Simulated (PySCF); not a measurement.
Cartesian coordinates in Å; atom numbers follow the order of the lines, from 1:
```xyz
24

C     2.884    1.194   -0.369
C     3.037   -0.298   -0.546
O     1.781   -0.919   -0.839
C     0.998   -1.192    0.193
O     1.270   -0.995    1.349
C    -0.348   -1.761   -0.235
F    -0.286   -2.280   -1.495
C    -1.403   -0.680   -0.150
C    -2.061   -0.260   -1.307
C    -3.031    0.738   -1.232
C    -3.346    1.321   -0.007
C    -2.684    0.904    1.149
C    -1.716   -0.094    1.080
H     2.266    1.419    0.512
H     3.871    1.657   -0.222
H     2.418    1.647   -1.256
H     3.674   -0.540   -1.408
H     3.462   -0.764    0.356
H    -0.582   -2.576    0.471
H    -1.809   -0.724   -2.262
H    -3.545    1.061   -2.141
H    -4.107    2.103    0.049
H    -2.925    1.358    2.113
H    -1.186   -0.415    1.980
```

Geometry: PBE0-D3(BJ)/def2-SVP; GIAO shifts from PySCF, gas phase, non-relativistic, averaged over equivalent atoms.

At PBE0/pcSseg-1 (276 basis functions):
```tsv
atoms	δ (ppm)
C4	176.0
C8	141.2
C11	133.8
C10/C12	133.7
C9/C13	129.6
C6	91.2
C2	61.5
C1	14.8
O5	413.2
O3	215.8
F7	-228.2
H20/H24	7.86
H21/H23	7.54
H22	7.46
H19	5.72
H18	4.64
H17	3.72
H14/H15/H16	0.99
```

Referencing at the same level of theory: ¹³C (184.41 ppm) and ¹H (31.27 ppm) against TMS; ¹⁷O (334.56 ppm) against H2O; ¹⁹F (177.25 ppm) vs CFCl3.

Q: Predict the values at wB97X-D/pcSseg-1 on the same geometry.

A: 
```csv
atoms,δ at wB97X-D/pcSseg-1,change
C4,177.4,+1.4
C8,142.6,+1.4
C11,135.0,+1.2
C10/C12,134.9,+1.2
C9/C13,131.0,+1.4
C6,91.2,+0.0
C2,61.5,+0.0
C1,15.2,+0.4
O5,409.8,-3.4
O3,209.0,-6.8
F7,-221.3,+6.9
H20/H24,7.89,+0.03
H21/H23,7.55,+0.01
H22,7.48,+0.02
H19,5.66,-0.06
H18,4.59,-0.05
H17,3.69,-0.03
H14/H15/H16,1.00,+0.01
```

δ = σ(ref) − σ, references computed at the same level: ¹³C (σref 184.54), ¹H (σref 31.38) against TMS; ¹⁷O (σref 333.19) against H2O; ¹⁹F (σref 187.16) against CFCl3.

The largest change is at F7 (fluorine on an sp3 carbon). Cost: 276 basis functions. The order of the carbon signals is the same at both levels.

Unscaled 19F shifts against computed CFCl3 carry errors that often reach 10 to 50 ppm. Unscaled 17O shifts of doubly bonded oxygen tend to come out too high, by tens of ppm or more. Experimental scales use liquid or dissolved standards, which lie at an offset from isolated H2O (liquid H2O: subtract about 36 ppm).
